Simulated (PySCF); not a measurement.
Excitations are Tamm–Dancoff values on a coarser integration grid. The basis has no diffuse functions, so Rydberg states are missing or too high.

**H4OSSi, SMILES `O[SiH2]S` (H–O–Si–S torsion 52°, O–Si–S–H torsion 65°) (charge 0, multiplicity 1)**

Level of theory: PySCF with PBE0-D4/def2-TZVP.

* **HOMO**: -7.70 eV
* **dipole moment**: 0.176 e·Å
* **HOMO–LUMO gap**: 7.97 eV
* **LUMO**: 0.27 eV
* **S1 excitation (TDA)**: 6.38 eV
* **S1 oscillator strength**: 0.003
* **T1 excitation (TDA)**: 5.80 eV
* **S1–T1 gap (TDA)**: 0.58 eV
* **total energy**: -765.1040 Ha
* **cost**: very roughly 40 core-seconds

```xyz
7

O     -0.6440     0.9785     0.9297
Si    -0.2933    -0.4273     0.1576
S      1.0151    -0.1807    -1.5089
H     -0.9680     1.7053     0.3946
H     -1.4911    -1.0582    -0.4512
H      0.3102    -1.2819     1.2013
H      2.0587     0.2283    -0.7668
```
